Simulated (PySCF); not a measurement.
4,5-dihydro-1,3-oxazol-2-ylsilane (C₃H₇NOSi), SMILES [SiH3]C1=NCCO1.

Coordinates come from a r2SCAN-D4/def2-SVP optimisation. The values are those of a single conformer.

Computed with SMD-M06-2X/def2-SVP (PySCF).

Solvation free energies are E(SMD) − E(gas) at the gas-phase geometry, for 1 M in both phases. In vacuum the dipole moment is 1.58 D.

Problem. Estimate the solvation free energies in water, acetone, ethylethanoate. (An estimate is asked for; the answer gives what the named calculation found.)

Solution. 
```
solvent         ΔG(solv) (kcal/mol)  its non-electrostatic (CDS) part  dipole (D)
--------------  -------------------  --------------------------------  ----------
water                          -4.4                               1.5        2.12
acetone                        -4.8                              -0.1        2.12
ethylethanoate                 -4.0                              -0.3        2.01
```
